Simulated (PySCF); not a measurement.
# Be²⁺ (beryllium, charge +2) across methods

1s2, closed-shell 1S. All numbers are calculated (PySCF 2.14, the spin-free X2C one-electron Hamiltonian (Gaussian nucleus), in dyall-acv3z (15s9p4d2f, 76 functions)).

```json
{"method": "LC-wPBE", "E (hartree)": "-13.6307", "mean ε 1s (eV)": "-138.32", "Σ⟨r²⟩ (bohr²)": "0.4746", "⟨S²⟩": "0.000"}
{"method": "PBE0", "E (hartree)": "-13.6311", "mean ε 1s (eV)": "-137.96", "Σ⟨r²⟩ (bohr²)": "0.4708", "⟨S²⟩": "0.000"}
{"method": "r2SCAN", "E (hartree)": "-13.6600", "mean ε 1s (eV)": "-134.54", "Σ⟨r²⟩ (bohr²)": "0.4681", "⟨S²⟩": "0.000"}
{"method": "PW91", "E (hartree)": "-13.6365", "mean ε 1s (eV)": "-132.53", "Σ⟨r²⟩ (bohr²)": "0.4738", "⟨S²⟩": "0.000"}
{"method": "BLYP", "E (hartree)": "-13.6526", "mean ε 1s (eV)": "-132.70", "Σ⟨r²⟩ (bohr²)": "0.4742", "⟨S²⟩": "0.000"}
{"method": "UHF", "E (hartree)": "-13.61366", "mean ε 1s (eV)": "-154.23", "Σ⟨r²⟩ (bohr²)": "0.4634", "⟨S²⟩": "0.000"}
{"method": "PBE", "E (hartree)": "-13.6221", "mean ε 1s (eV)": "-132.27", "Σ⟨r²⟩ (bohr²)": "0.4740", "⟨S²⟩": "0.000"}
{"method": "LDA", "E (hartree)": "-13.4470", "mean ε 1s (eV)": "-130.81", "Σ⟨r²⟩ (bohr²)": "0.4807", "⟨S²⟩": "0.000"}
{"method": "BHandHLYP", "E (hartree)": "-13.6573", "mean ε 1s (eV)": "-143.99", "Σ⟨r²⟩ (bohr²)": "0.4691", "⟨S²⟩": "0.000"}
```
